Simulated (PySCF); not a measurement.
**Computed beside measured shifts: C12H11BO**

System: C12H11BO (measured compound), SMILES OB(c1ccccc1)c1ccccc1.

Atom-mapped SMILES (hydrogens are numbered by the atom that bears them): [OH:1][B:2]([c:3]1[cH:4][cH:5][cH:6][cH:7][cH:8]1)[c:9]1[cH:10][cH:11][cH:12][cH:13][cH:14]1

Method: GIAO KT3/pcSseg-2, gas phase, PySCF SCF with an in-house response code, fitting set def2-universal-JFIT, grid level 2, non-relativistic, on the PBE0-D3(BJ)/def2-SVP geometry.

One optimised conformer. Values are averaged over the atoms that symmetry or fast rotation interchanges, on this one geometry and without vibrational averaging. Shifts are the reference shielding less the shielding here, at the same level (11B against isolated BF3·OEt2; 13C, 1H against isolated TMS; 17O against isolated H2O); nuclei without a reference have shieldings only.

(1) What shifts does this level give for B2, and how do they compare with measurement?

Results:

(1) 
```tsv
atom	nucleus	computed / ppm	measured / ppm	computed less measured	measured against	medium of the measurement
B2	11B	39.3	45.7	-6.4	BF3.OEt2	CDCl3
```

Measured values: H. S. Rzepa et al., J. Org. Chem. 2018, An accessible method for DFT calculation of 11B NMR shifts.
